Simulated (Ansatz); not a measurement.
Harmonic frequencies (cm⁻¹) at PBE0-D4/def2-TZVP from Ansatz: 119, 136, 174, 517, 619, 629, 729, 913, 922, 959, 970, 990, 1349, 1468, 1474, 2212, 2213, 2249, 3062, 3152, 3161.

**Question.** Which molecule is it?
A. `F[Si](F)(F)[Si](F)(F)F`
B. `FC(F)(F)[SiH3]`
C. `[SiH3]CS`
D. `CS[SiH3]`

**Answer.** D.
